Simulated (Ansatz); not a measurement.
CaO2⁻, relaxed as a doublet with UKS PBE0-D4/def2-TZVPD in Ansatz, starting from the GFN2-xTB geometry. Force threshold 0.02 eV/Å.

The structure holds 1 bond(s) between oxygen atoms. The highest occupied level of the charge -1 doublet lies above zero (up to 0.26 eV). It is a level of α spin, whose loss leaves a singlet; that state wasn't run at this geometry and level. The electron is either unbound and held by the finite basis, or the level is raised by self-interaction error. The relaxation made no stability test and no search for a lower SCF solution. Another isomer (doublet) lies 0.18 eV lower at PBE0-D4/def2-TZVPD; other spin states weren't run for this one.

Start:

```xyz
3

Ca   -1.114   -0.046    0.374
O     0.579    0.742   -0.031
O     0.535   -0.696   -0.343
```

| step | energy (eV) | largest force component (eV/Å) | SCF passes |
| --- | --- | --- | --- |
| 1 | -22523.5517 | 3.696 | 20 |
| 2 | -22523.7556 | 1.266 | 22 |
| 3 (rejected) | -22523.7485 | 1.088 | 23 |
| 4 | -22523.7803 | 0.708 | 22 |
| 5 | -22523.7922 | 0.013 | 23 |

Force components are those of the run's own axes.

End:

Cartesian coordinates in Å:
```
Ca -1.196 -0.050 0.401
O 0.621 0.752 -0.043
O 0.575 -0.703 -0.359
```

By distances, no bond broke or formed. The bond that changes most is Ca1–O2, from 1.91 to 2.03 Å (atoms count from 1).

No frequencies were taken in this run, so the end may be a saddle point.

It took 5.5 s on 4 threads of Arm Neoverse V1 on a shared host.
